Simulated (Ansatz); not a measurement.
Ansatz (an electronic-structure program) input (HF/6-31G* with LANL2DZ past Ar): The .json file joins the Basis Set Exchange's 6-31G* for atoms up to Ar and LANL2DZ past it.

Ansatz 0.2 input:
```yaml
crystal:
  periodic: [false, false, false]
  atoms:
    - {symbol: B, position_ang: [-0.00000000, -0.00000000, -2.00171685]}
    - {symbol: I, position_ang: [0.00000000, 0.00000000, 0.18884121]}
basis:
  gaussian:
    orbitals: 6-31Gs+LANL2DZ.json
hamiltonian:
  xc: {name: HF}
phonons: {temperatures: {t_min: 298.15, t_max: 298.15, t_step: 100}}
```

Output:

```
Functional definition: HF
integrals: 0.00 GiB planned
288 factors; integrals over basis functions are off by at most 4.2e-4 eV
mean field: 0.04 GiB planned
mean field evaluation 1: about -972.1007 eV, gradient 1.2e1 eV
mean field evaluation 2: about -972.1016 eV, gradient 1.2e1 eV
mean field evaluation 4: about -972.9071 eV, gradient 1.2e0 eV
mean field evaluation 8: about -972.9268 eV, gradient 2.2e-3 eV
mean field -972.92683836 eV, -35.7544018364 hartree, gradient 5.6e-6 eV, S^2 0.000000; 0 other end points of the search recorded, 0 dependent functions left out
the calculation of the forces begins
reference -972.92683836 eV, -35.7544018364 hartree; 6, 6 occupied and 17, 17 virtual orbitals, 288 factors
these checks for a lower state are left out or cut short: stability, starts, cluster_reference, orbital_swaps, neighbouring_geometries, increment
integrals: 0.00 GiB planned
288 factors; integrals over basis functions are off by at most 4.2e-4 eV
mean field: 0.04 GiB planned
mean field evaluation 16: about -972.9268 eV, gradient 2.8e-6 eV
mean field -972.92683836 eV, -35.7544018364 hartree, gradient 6.6e-7 eV, S^2 0.000000; 0 other end points of the search recorded, 0 dependent functions left out
the calculation of the forces begins
reference -972.92683836 eV, -35.7544018364 hartree; 6, 6 occupied and 17, 17 virtual orbitals, 288 factors
these checks for a lower state are left out or cut short: stability, starts, cluster_reference, orbital_swaps, neighbouring_geometries, increment
integrals: 0.00 GiB planned
288 factors; integrals over basis functions are off by at most 4.2e-4 eV
mean field: 0.04 GiB planned
mean field -972.92683836 eV, -35.7544018364 hartree, gradient 6.6e-7 eV, S^2 0.000000; 0 other end points of the search recorded, 0 dependent functions left out
the calculation of the forces begins
reference -972.92683836 eV, -35.7544018364 hartree; 6, 6 occupied and 17, 17 virtual orbitals, 288 factors
these checks for a lower state are left out or cut short: stability, starts, cluster_reference, orbital_swaps, neighbouring_geometries, increment
integrals: 0.00 GiB planned
288 factors; integrals over basis functions are off by at most 4.2e-4 eV
mean field: 0.04 GiB planned
mean field evaluation 32: about -972.9268 eV, gradient 6.6e-7 eV
mean field -972.92683836 eV, -35.7544018364 hartree, gradient 6.6e-7 eV, S^2 0.000000; 0 other end points of the search recorded, 0 dependent functions left out
the calculation of the forces begins
reference -972.92683836 eV, -35.7544018364 hartree; 6, 6 occupied and 17, 17 virtual orbitals, 288 factors
these checks for a lower state are left out or cut short: stability, starts, cluster_reference, orbital_swaps, neighbouring_geometries, increment
integrals: 0.00 GiB planned
288 factors; integrals over basis functions are off by at most 4.2e-4 eV
mean field: 0.04 GiB planned
mean field -972.92683836 eV, -35.7544018364 hartree, gradient 6.6e-7 eV, S^2 0.000000; 0 other end points of the search recorded, 0 dependent functions left out
the calculation of the forces begins
reference -972.92683836 eV, -35.7544018364 hartree; 6, 6 occupied and 17, 17 virtual orbitals, 288 factors
these checks for a lower state are left out or cut short: stability, starts, cluster_reference, orbital_swaps, neighbouring_geometries, increment
integrals: 0.00 GiB planned
288 factors; integrals over basis functions are off by at most 4.2e-4 eV
mean field: 0.04 GiB planned
mean field -972.92680690 eV, -35.7544006802 hartree, gradient 6.4e-7 eV, S^2 0.000000; 0 other end points of the search recorded, 0 dependent functions left out
the calculation of the forces begins
reference -972.92680690 eV, -35.7544006802 hartree; 6, 6 occupied and 17, 17 virtual orbitals, 288 factors
these checks for a lower state are left out or cut short: stability, starts, cluster_reference, orbital_swaps, neighbouring_geometries, increment
integrals: 0.00 GiB planned
288 factors; integrals over basis functions are off by at most 4.2e-4 eV
mean field: 0.04 GiB planned
mean field -972.92680701 eV, -35.7544006841 hartree, gradient 1.9e-6 eV, S^2 0.000000; 0 other end points of the search recorded, 0 dependent functions left out
the calculation of the forces begins
reference -972.92680701 eV, -35.7544006841 hartree; 6, 6 occupied and 17, 17 virtual orbitals, 288 factors
these checks for a lower state are left out or cut short: stability, starts, cluster_reference, orbital_swaps, neighbouring_geometries, increment
integrals: 0.00 GiB planned
288 factors; integrals over basis functions are off by at most 4.2e-4 eV
mean field: 0.04 GiB planned
mean field -972.92683836 eV, -35.7544018364 hartree, gradient 6.6e-7 eV, S^2 0.000000; 0 other end points of the search recorded, 0 dependent functions left out
the calculation of the forces begins
reference -972.92683836 eV, -35.7544018364 hartree; 6, 6 occupied and 17, 17 virtual orbitals, 288 factors
these checks for a lower state are left out or cut short: stability, starts, cluster_reference, orbital_swaps, neighbouring_geometries, increment
integrals: 0.00 GiB planned
288 factors; integrals over basis functions are off by at most 4.2e-4 eV
mean field: 0.04 GiB planned
mean field evaluation 64: about -972.9268 eV, gradient 3.4e-5 eV
mean field -972.92683836 eV, -35.7544018364 hartree, gradient 6.6e-7 eV, S^2 0.000000; 0 other end points of the search recorded, 0 dependent functions left out
the calculation of the forces begins
reference -972.92683836 eV, -35.7544018364 hartree; 6, 6 occupied and 17, 17 virtual orbitals, 288 factors
these checks for a lower state are left out or cut short: stability, starts, cluster_reference, orbital_swaps, neighbouring_geometries, increment
integrals: 0.00 GiB planned
288 factors; integrals over basis functions are off by at most 4.2e-4 eV
mean field: 0.04 GiB planned
mean field -972.92683836 eV, -35.7544018364 hartree, gradient 6.6e-7 eV, S^2 0.000000; 0 other end points of the search recorded, 0 dependent functions left out
the calculation of the forces begins
reference -972.92683836 eV, -35.7544018364 hartree; 6, 6 occupied and 17, 17 virtual orbitals, 288 factors
these checks for a lower state are left out or cut short: stability, starts, cluster_reference, orbital_swaps, neighbouring_geometries, increment
integrals: 0.00 GiB planned
288 factors; integrals over basis functions are off by at most 4.2e-4 eV
mean field: 0.04 GiB planned
mean field -972.92683836 eV, -35.7544018364 hartree, gradient 6.6e-7 eV, S^2 0.000000; 0 other end points of the search recorded, 0 dependent functions left out
the calculation of the forces begins
reference -972.92683836 eV, -35.7544018364 hartree; 6, 6 occupied and 17, 17 virtual orbitals, 288 factors
these checks for a lower state are left out or cut short: stability, starts, cluster_reference, orbital_swaps, neighbouring_geometries, increment
integrals: 0.00 GiB planned
288 factors; integrals over basis functions are off by at most 4.2e-4 eV
mean field: 0.04 GiB planned
mean field -972.92680701 eV, -35.7544006841 hartree, gradient 1.9e-6 eV, S^2 0.000000; 0 other end points of the search recorded, 0 dependent functions left out
the calculation of the forces begins
reference -972.92680701 eV, -35.7544006841 hartree; 6, 6 occupied and 17, 17 virtual orbitals, 288 factors
these checks for a lower state are left out or cut short: stability, starts, cluster_reference, orbital_swaps, neighbouring_geometries, increment
integrals: 0.00 GiB planned
288 factors; integrals over basis functions are off by at most 4.2e-4 eV
mean field: 0.04 GiB planned
mean field -972.92680690 eV, -35.7544006802 hartree, gradient 6.4e-7 eV, S^2 0.000000; 0 other end points of the search recorded, 0 dependent functions left out
the calculation of the forces begins
reference -972.92680690 eV, -35.7544006802 hartree; 6, 6 occupied and 17, 17 virtual orbitals, 288 factors
Total energy: -972.92683836 eV, -35.7544018364 hartree
Atom 0 at    -0.000000    -0.000000    -2.001717 Å, force     0.000000    -0.000000     0.000022 eV/Å
Atom 1 at     0.000000     0.000000     0.188841 Å, force    -0.000000     0.000000    -0.000022 eV/Å
Dipole moment:     0.000000    -0.000000    -0.047908 e Å
Vibrations: 523.81 cm⁻¹, zero-point energy 0.032472 eV
```

The blocks after the first are displaced geometries, from whose forces the wavenumbers follow.
